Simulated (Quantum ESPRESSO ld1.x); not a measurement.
Values are calculated unless marked as measured or tabulated.
Q: These are the eigenvalues of the occupied orbitals of an atom or ion with whole-number occupations (hartree). Code: ld1.x of Quantum ESPRESSO 7.5. Model: Dirac Kohn-Sham, PW91, spin-unpolarised, spherical densities, point nucleus.

orbital  eigenvalue
1s1/2      -432.206
2s1/2      -56.1726
2p1/2      -50.3633
2p3/2      -49.0182
3s1/2      -8.52787
3p1/2      -6.57394
3p3/2      -6.38872
3d3/2      -3.03946
3d5/2      -3.01227
4s1/2      -1.80897
5s1/2      -0.73770

Which element is it, and in what charge state? The configuration may be excited. Open shells, if any, fill j = l - 1/2 first.

A: Z = 33, arsenic, charge +3: As3+ in [Ar] 3d10 4s1 5s1. The list shows which subshells hold electrons but not how many an open one holds; the 1s level, -432.21 hartree, gives Z - s = 29.4 by -(Z - s)^2/2, which with screening and relativity narrows Z to a few neighbours, and the depths of the outer levels then fix element, charge and occupations together.
